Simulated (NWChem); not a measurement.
System: PbH₂S, singlet; SMILES [SH][PbH]

Program: NWChem. Low-valent species are run as closed-shell singlets; no triplet was tried in these runs. All runs use the structure optimised with PBE0/def2-SVP. def2 effective core potentials on Pb; no spin-orbit coupling. Level: PBE0/def2-SVPD; the question gives the wavelength of the field.

Problem. What does the run give for field 1065 nm? Quantities: isotropic polarisability (bohr³); anisotropy (bohr³).

Solution. 
```
Property                          Result
--------------------------------  ------
isotropic polarisability (bohr³)    74.6
anisotropy (bohr³)                  40.3
```
